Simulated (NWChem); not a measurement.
**Correlation energy of vinylidene fluoride (C2H2F2)**

SMILES: FC(F)=C
```xyz
6

C      0.0000     0.0000     1.3820
C      0.0000     0.0000     0.0583
F      1.0734     0.0000    -0.6935
F     -1.0734     0.0000    -0.6935
H     -0.9458     0.0000     1.9203
H      0.9458     0.0000     1.9203
```
Charge 0, spin multiplicity 1.

Program: NWChem. All single points use one geometry, from PBE0/def2-SVP, a minimum by its harmonic frequencies.

Basis set: cc-pVDZ. Each correlation energy counts from its own Hartree-Fock reference.

The correlated methods keep 4 core orbitals frozen. Coupled-cluster values serve here as a point of comparison, not as the truth.

Problem. One of these methods gave a correlation energy of -631.7 mHa. Which?
A) SCS-MP2
B) CR-CCSD[T]
C) RI-MP2
D) CCSD

Solution. C, RI-MP2. The others give -613.3 (SCS-MP2), -667.7 (CR-CCSD[T]), -654.0 (CCSD).
